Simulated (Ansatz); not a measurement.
Program: Ansatz 0.2.0.

A structure relaxed at PBE0-D4/def2-TZVP, charge 0, multiplicity 1:

Cartesian coordinates in Å:
```
C 0.461 1.194 0.638
N 0.187 -0.253 0.737
In -0.619 -1.048 -1.214
F -2.176 0.122 -1.304
F -0.890 -2.928 -0.792
F 0.917 -0.548 -2.308
H 0.852 1.598 1.573
H -0.464 1.706 0.377
H 1.184 1.358 -0.161
H 1.033 -0.761 0.978
H -0.484 -0.440 1.475
```

Q: Give its formula and SMILES.

A: CH5F3InN, `C[NH2+][In-]([F])([F])[F]`.

Q: Point group (tolerance 0.08 Å, 0.16 Å for H)?

A: Cs.

Q: Summarise the bond lengths by kind.

A: 1 × C–N 1.476 Å; 3 × C–H 1.089 to 1.091 Å; 1 × In–N 2.256 Å; 2 × H–N 1.015 Å; 3 × F–In 1.945 to 1.951 Å.
